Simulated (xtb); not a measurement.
W(O)(S)(Br)(OH) (BrHO2SW), SMILES [O]=[W]([OH])(=[S])[Br], multiplicity 1. All values are semi-empirical tight-binding results from xtb (GFN2-xTB unless named), good for trends rather than for accurate numbers. Coordinates come from a GFN2-xTB optimisation. The multiplicity is an assumed one; no other spin state was optimised. The structure was generated by enumeration; whether it is a known compound was not checked. The values are those of a single conformer.

Optimised geometry:

Bonded distances (Å): W1–O2 1.671, W1–S3 2.185, W1–Br4 2.392, W1–O5 1.822, O5–H6 0.969. Bond angles (°): O2–W1–S3 109.5, O2–W1–Br4 104.6, O2–W1–O5 116.5, S3–W1–Br4 105.6, S3–W1–O5 111.2, Br4–W1–O5 108.7, W1–O5–H6 167.4.
Charge 0, spin multiplicity 1.

For metal compounds this method's bond lengths and energies can be far off.

* **orbital gap**: 2.42 eV
* **zero-point energy**: 10.4 kcal/mol
* **G − E(el) at 298.15 K (modified RRHO)**: -11.5 kcal/mol

Question: Give the atomic charges and the Wiberg bond orders between heavy atoms. (An estimate is asked for; the answer gives what the named calculation found.)

Answer: charges (e) W1 1.12, O2 -0.54, S3 -0.40, Br4 -0.05, O5 -0.48, H6 0.35. Bond orders W1–O2 2.09, W1–S3 2.14, W1–Br4 1.25, W1–O5 1.23.
